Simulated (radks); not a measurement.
Results of a calculation; reference values are marked as such.
Q: The thulium ion Tm1.6+, configuration [Kr] 4d10 4f13 5s(up 1, down 0.4) 5p6 6s1 (fractional occupations, a model configuration). Level of theory: scalar-relativistic Kohn-Sham, r2SCAN, spin-polarised, spherical densities, finite nucleus; open shells are filled with parallel spins first (spin-orbit coupling, left out, can overturn this in heavy ions); meta-GGA in the generalised Kohn-Sham scheme; Fermi nuclear charge, rms radius 5.2256 fm (a radial shooting solver on a logarithmic mesh with Libxc functionals). Some entries of the table are withheld. Estimate them.

orbital  occ.  eigenvalue (hartree)  <1/r> (bohr^-1)  <r^2> (bohr^2)
1s up       1             -2181.986            79.07       0.0005487
1s down     1             -2181.983            79.07       0.0005487
2s up       1             -369.4676            18.44        0.008513
2s down     1             -369.4660            18.44        0.008513
2p up       3             -326.1748            16.97        0.006947
2p down     3             -326.1728            16.97        0.006947
3s up       1             -83.79173            6.817         0.05567
3s down     1             -83.76910            6.818         0.05565
3p up       3             -70.61630            6.351         0.05617
3p down     3             -70.59341            6.352         0.05615
3d up       5             -54.33309            6.008         0.04689
3d down     5             -54.31490            6.009         0.04686
4s up       1             -17.14735            2.866          0.2802
4s down     1             -17.09843            2.865          0.2801
4p up       3             -12.80059            2.620          0.3180
4p down     3             -12.75183            2.620          0.3178
4d up       5              -7.00155            2.314          0.3805
4d down     5              -6.95090            2.314          0.3799
5s up       1                   (1)              (2)           1.679
5s down   0.4                   (3)              (4)           1.701
5p up       3              -1.57769           0.9062           2.352
5p down     3              -1.53152           0.8980           2.372
4f up       7              -0.68773            1.706          0.8227
4f down     6              -0.63519            1.703          0.8326
6s up       1                   (5)           0.3798           12.11
6s down     0                   (6)           0.3724           13.18

A: 
(1) 5s up eigenvalue (hartree): -2.59415
(2) 5s up <1/r> (bohr^-1): 1.083
(3) 5s down eigenvalue (hartree): -2.53292
(4) 5s down <1/r> (bohr^-1): 1.075
(5) 6s up eigenvalue (hartree): -0.52846
(6) 6s down eigenvalue (hartree): -0.45626
